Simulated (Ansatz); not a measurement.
FH$_{2}$O$_{2}$Y (`[OH][Y]([OH])[F]`). Total charge 0; spin multiplicity 1. Y: def2 effective core potential.

```xyz
6

O     0.092   -0.315   -1.803
Y     0.332   -0.291    0.202
O    -0.773    0.911    1.390
F     1.711   -1.499    1.039
H    -0.050   -0.298   -2.745
H    -1.313    1.492    1.917
```

**Question.** List the harmonic frequencies (cm⁻¹, unscaled) at PBE0-D4/def2-TZVP in Ansatz. (An estimate is asked.)

**Answer.** Ansatz gave: 50, 139, 140, 237, 302, 436, 444, 564, 626, 628, 4001, 4002.

**Question.** Is this a minimum?

**Answer.** Yes, all 12 modes are real.

**Question.** Give the ideal-gas thermochemistry at 298.15 K and 1 bar (rigid rotor, harmonic oscillator; point group C2v, symmetry number 2).

**Answer.** Zero-point energy 69.2 kJ/mol; H(298) − E = 89.9 kJ/mol; entropy 344.9 J/(mol·K), of which translation 170.7, rotation 104.6, vibration 69.7; G(298) − E = -13.0 kJ/mol. Modes under 100 cm⁻¹ are hindered rotations or soft bends, so the harmonic entropy is rough.

**Question.** And at 400, 500, 600, 800 and 1000 K?

**Answer.** 
| T (K) | H − E (kJ/mol) | S (J/mol/K) | G − E (kJ/mol) |
| --- | --- | --- | --- |
| 400 | 100.1 | 374.4 | -49.6 |
| 500 | 110.7 | 398.0 | -88.3 |
| 600 | 121.6 | 417.9 | -129.1 |
| 800 | 144.0 | 450.1 | -216.1 |
| 1000 | 167.0 | 475.7 | -308.7 |
